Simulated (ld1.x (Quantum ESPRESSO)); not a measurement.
Logarithmic derivatives: Li, PAW

lithium, PAW, made with ld1.x (Quantum ESPRESSO) 7.5 (LDA (PZ), scalar-relativistic). Core none, reference 1s2 2s1 2p0. Waves: 1s (bound): rcut 0.95, rcutus 1.05 bohr; 2s (bound): rcut 0.95, rcutus 1.05 bohr; 2p (bound, empty): rcut 4.00, rcutus 4.50 bohr; 2p channel at 3.35 Ry: rcut 4.00, rcutus 4.50 bohr; 3d channel at -0.05 Ry: rcut 3.80, rcutus 4.45 bohr. Local part: all-electron potential smoothed inside 2.35 bohr (lloc = -2). Core correction: none. Augmentation charge: BESSEL, radius 0.70 bohr.

The phase is arctan(r·u′/u) with u = r·R(r), unwrapped; energies in Ry, scanned from -6 to 5 Ry. A pole is an energy at which the radial function vanishes at the test radius. The pseudo phase is shifted by a multiple of π to meet the all-electron one at the reference energy, and phase errors are pseudo minus all-electron; the curves can meet again beyond the range given. Levels narrower than the energy grid can be missing from the lists of poles.

```
channel  radius (bohr)  reference energy (Ry)  poles, all-electron      poles, pseudo  unbroken range about the reference energy with phases within 0.05 rad  phase error 1 Ry above the reference energy (rad)
      s           4.93                  -0.21    -0.01, 1.59, 4.16  -0.01, 1.60, 4.21                                                              below 2.6                                             +0.006
      p           4.93                  -0.08     0.17, 1.51, 3.73  -0.52, 0.52, 3.72                                                            -0.1 to 0.0                                             +2.650
      d           4.93                  -0.05           0.89, 2.75         1.36, 4.47                                                            -0.7 to 0.2                                             +0.117
```

Note: ghost state, extra bound levels that the all-electron valence spectrum of the same l lacks: p at -8.2 eV (d not tested). A true bound ghost makes a file unfit for plane-wave use. Its overlap operator is not positive definite in a basis up to 400 Ry (lowest eigenvalue d -2.73), so the file is unfit for use: the generalised eigenproblem breaks down once the basis is large enough, and its test numbers describe a broken file.

Phases in the s channel:

```tsv
E (Ry)	all-electron	pseudo
-6.00	1.486	1.486
-5.74	1.484	1.484
-5.48	1.482	1.482
-5.22	1.480	1.480
-4.96	1.478	1.478
-4.70	1.475	1.475
-4.44	1.472	1.472
-4.18	1.469	1.469
-3.92	1.465	1.465
-3.66	1.461	1.461
-3.40	1.457	1.457
-3.14	1.452	1.452
-2.88	1.446	1.446
-2.62	1.440	1.440
-2.36	1.432	1.432
-2.10	1.422	1.422
-1.84	1.410	1.410
-1.58	1.395	1.395
-1.32	1.374	1.374
-1.06	1.344	1.344
-0.80	1.290	1.290
-0.54	1.160	1.160
-0.28	0.043	0.043
-0.02	-1.555	-1.555
0.24	-1.780	-1.780
0.50	-2.121	-2.119
0.76	-3.801	-3.794
1.02	-4.473	-4.471
1.28	-4.625	-4.623
1.54	-4.700	-4.699
1.80	-4.757	-4.755
2.06	-4.817	-4.814
2.32	-4.913	-4.905
2.58	-5.198	-5.158
2.84	-6.974	-6.812
3.10	-7.601	-7.577
3.36	-7.729	-7.719
3.62	-7.787	-7.780
3.88	-7.824	-7.818
4.14	-7.852	-7.847
4.40	-7.878	-7.872
4.66	-7.905	-7.897
4.92	-7.940	-7.927
```
